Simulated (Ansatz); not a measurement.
Ansatz (a first-principles code) input (BLYP/def2-TZVPD):

Ansatz 0.2 input:
```yaml
crystal:
  periodic: [false, false, false]
  atoms:
    - {symbol: C, position_ang: [1.74504029, -0.23887048, -0.90389051]}
    - {symbol: Ga, position_ang: [-0.00324184, -0.00709510, -0.03514669]}
    - {symbol: C, position_ang: [-1.88413633, -0.06555548, -0.60413205]}
    - {symbol: F, position_ang: [0.15764566, 0.34502370, 1.70912994]}
    - {symbol: H, position_ang: [1.65265221, -0.45380084, -1.96770590]}
    - {symbol: H, position_ang: [2.28298753, -1.05549331, -0.41977094]}
    - {symbol: H, position_ang: [2.33617919, 0.66887162, -0.77277640]}
    - {symbol: H, position_ang: [-2.35722818, 0.89301004, -0.38511587]}
    - {symbol: H, position_ang: [-1.98790860, -0.27994218, -1.66700715]}
    - {symbol: H, position_ang: [-2.41041984, -0.83135490, -0.03211040]}
basis:
  gaussian:
    orbitals: def2-TZVPD
hamiltonian:
  xc: {name: BLYP}
output: {forces: true}
```

Output:

```
Functional definition: BLYP
integrals: 0.15 GiB planned
1227 factors; their error is unknown
0.34 GiB of the device are held for the grids
1.23 GiB of device memory are held for the factors and their scratch space
mean field: 0.97 GiB planned
mean field evaluation 1: about -57248.3084 eV, gradient 1.1e2 eV
mean field evaluation 2: about -57198.7107 eV, gradient 1.9e2 eV
mean field evaluation 4: about -57270.4652 eV, gradient 1.7e1 eV
mean field evaluation 8: about -57270.9761 eV, gradient 1.3e-1 eV
mean field evaluation 16: about -57270.9293 eV, gradient 2.2e-4 eV
mean field -57270.92932979 eV, -2104.6678332396 hartree, gradient 1.6e-5 eV, S^2 0.000000; 0 other end points of the search recorded, 0 dependent functions left out
the calculation of the forces begins
reference -57270.92972502 eV, -2104.6678477642 hartree; 29, 29 occupied and 193, 193 virtual orbitals, 1227 factors
Total energy: -57270.92972502 eV, -2104.6678477642 hartree
Atom 0 at     1.745040    -0.238870    -0.903891 Å, force     0.062145    -0.007044    -0.025044 eV/Å
Atom 1 at    -0.003242    -0.007095    -0.035147 Å, force    -0.032896    -0.071995    -0.356641 eV/Å
Atom 2 at    -1.884136    -0.065555    -0.604132 Å, force    -0.065791    -0.000934    -0.014477 eV/Å
Atom 3 at     0.157646     0.345024     1.709130 Å, force     0.049600     0.108556     0.537748 eV/Å
Atom 4 at     1.652652    -0.453801    -1.967706 Å, force    -0.021392    -0.041467    -0.205784 eV/Å
Atom 5 at     2.282988    -1.055493    -0.419771 Å, force     0.106368    -0.159565     0.093324 eV/Å
Atom 6 at     2.336179     0.668872    -0.772776 Å, force     0.116744     0.176796     0.024466 eV/Å
Atom 7 at    -2.357228     0.893010    -0.385116 Å, force    -0.093899     0.186856     0.041864 eV/Å
Atom 8 at    -1.987909    -0.279942    -1.667007 Å, force    -0.016606    -0.041696    -0.206179 eV/Å
Atom 9 at    -2.410420    -0.831355    -0.032110 Å, force    -0.104275    -0.149506     0.110723 eV/Å
Dipole moment:    -0.053206    -0.116447    -0.576840 e Å
```
